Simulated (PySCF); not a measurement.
**Li (lithium, neutral) across methods**

[He] 2p1, 2P determinant (an excited configuration). Computed with PySCF 2.14 in aug-cc-pCVDZ, with no relativity, point nucleus. The B2PLYP total includes its PT2 part (frozen core); its orbital energies are those of the SCF part.

```
   method  E (hartree)  mean ε 1s α (eV)  mean ε 1s β (eV)  mean ε 2p α (eV)  Σ⟨r²⟩ (bohr²)   ⟨S²⟩
     PBE0      -7.4057           -56.973           -56.896            -2.408          26.24  0.750
   B2PLYP      -7.4058           -61.603           -61.556            -2.750          26.80  0.750
   revPBE      -7.4287           -52.853           -52.778            -1.975          25.78  0.750
      LDA      -7.2833           -52.088           -52.016            -1.863          26.63  0.750
   r2SCAN      -7.4193           -54.450           -54.410            -1.932          26.44  0.750
CAM-B3LYP      -7.4061           -58.369           -58.317            -3.053          25.69  0.750
   M06-2X      -7.4182           -60.956           -60.970            -2.644          27.84  0.750
      UHF     -7.36463           -68.897           -68.854            -3.498          28.94  0.750
      PBE      -7.4029           -52.766           -52.678            -1.951          25.79  0.750
```
